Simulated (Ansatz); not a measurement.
Reaction (formal hydrolysis of a Ta–C bond): `[CH3][Ta](=[O])([OH])[OH]` + H₂O → `[O]=[Ta]([OH])([OH])[OH]` + CH₄

Program: Ansatz. Geometries: PBE0-D4/def2-TZVP. ΔE: electronic, gas phase. CBS: MP2 limit from def2 TZ/QZ plus the TZ coupled-cluster correction, frozen cores. This one scheme is used for every species. DFT in def2-TZVPP. HSE06 is defined as in plane-wave codes. Elements past krypton have def2 core potentials. For Ta outer-core shells are correlated without core-valence functions, which leaves a few kJ/mol of doubt a bond. Each species was taken in one conformer, which may not be the lowest.

(1) Is it downhill or uphill in electronic energy at CCSD(T)/CBS, and by how much? (Estimate.)

(2) What do these levels give: r2SCANh-D4, r2SCAN0-D4, HSE06-D4, ωB97X-V, revPBE, BLYP, PBE0, HSE06, HF/def2-SVP, CCSD(T)/def2-TZVPP, SCS-MP2/def2-QZVPP, MP2/CBS(def2)? (Estimate.)

Largest T1 diagnostic among the species: 0.020.

## Answers

(1) Computed: Downhill: ΔE = -1.08 eV.

(2) Ansatz gave: r2SCANh-D4 -1.18, r2SCAN0-D4 -1.16, HSE06-D4 -1.10, ωB97X-V -1.19, revPBE -1.13, BLYP -1.23, PBE0 -1.12, HSE06 -1.11, HF/def2-SVP -1.31, CCSD(T)/def2-TZVPP -1.09, SCS-MP2/def2-QZVPP -1.15, MP2/CBS(def2) -1.11 eV.

At CCSD(T), def2-SVP lies −0.15 eV from the extrapolated value and def2-TZVPP −0.01 eV. In def2-TZVPP, CCSD(T) changes the Hartree–Fock value by +0.19 eV (the triples alone add +0.01 eV) and MP2 by +0.16 eV. Leaving LDA and LC-ωPBE aside and taking each functional with its dispersion term where it has one, the values, not all of them listed here, spread over 0.14 eV, from CAM-B3LYP-D4 to HSE06-D4.
